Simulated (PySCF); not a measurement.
# Structure elucidation problem

An unknown has the formula C₈H₇FO₂. Its calculated NMR data are:

¹H NMR (400 MHz, computed): δ 7.87 (ddd, J = 2.7, 1.2, 1.1 Hz, 1H), 7.81 (ddd, J = 8.5, 1.3, 1.2 Hz, 1H), 7.53 (dd, J = 9.3, 8.5 Hz, 1H), 7.37 (dd, J = 9.3, 2.7 Hz, 1H), 3.79 (s, 3H).

¹³C{¹H} NMR (computed): δ 167.0 (C), 165.4 (C, d, J = 407.0 Hz), 135.9 (CH), 133.8 (C, d, J = 62.7 Hz), 131.0 (CH), 129.8 (CH), 118.7 (CH, d, J = 8.7 Hz), 56.0 (CH3).

[PySCF 2.14: spin–spin couplings from B3LYP/pcJ-1 (spin–dipole term only in couplings to heteroatoms); coordinates at the PBE0-D3(BJ)/def2-SVP level; GIAO B97-2/pcSseg-2 shieldings; a single conformation; no solvent; non-relativistic Hamiltonian; rapidly exchanging positions averaged]

Referencing at the same level of theory: TMS for ¹H (σ = 31.36 ppm), ¹³C (σ = 183.46 ppm).

Propose a structure and justify it.

Answers


Rings plus π bonds: 5 (1 ring in the answer). 8 carbon signals for 8 carbons: no two carbons are equivalent. Carbon types of the structure: 3 × C, 4 × CH, 1 × CH3, which accounts for all hydrogens. δC 167.0: aromatic carbon bearing oxygen; σ withdrawal by the attached heteroatom moves it downfield of the ring CH carbons. δC 165.4: carbonyl carbon. δC 135.9, 131.0, 129.8, 118.7: aromatic CH. δC 133.8: substituted aromatic carbon. δC 56.0: methyl carbon bonded to O; deshielded by the electronegative neighbour. δH 7.87, 7.81, 7.53, 7.37: hydrogen on an aromatic CH. δH 3.79: hydrogen on a methyl carbon bonded to O; its carbon carries O, hence the downfield position. The protons at 7.37 and 7.53 share a coupling of 9.3 Hz (vicinal, an ortho-type coupling). The protons at 7.53 and 7.81 share a coupling of 8.5 Hz (vicinal, an ortho-type coupling).

Structure: SMILES c1cc(OC)cc(C(=O)F)c1.

This is the structure that produced the data.

C–F couplings over four or more bonds (about 3 Hz to the para carbon of a fluoroarene) are left out. Common functionals overestimate the size of one-bond C–F couplings by tens of Hz; these are unscaled. Multiplet labels drop couplings under 1 Hz and merge nearly equal ones. Unscaled 3J(H,H) at this level run about 10 % above measured values. Shifts are as computed. Against solution values, carbons near 30 ppm lie about +4 ppm off and those near 130 ppm about +7 ppm. Of 1211 compounds with measured shifts, 218 miss one by over three times the rms of a fit or turn the order of signals round; such compounds aren't used in these exercises.
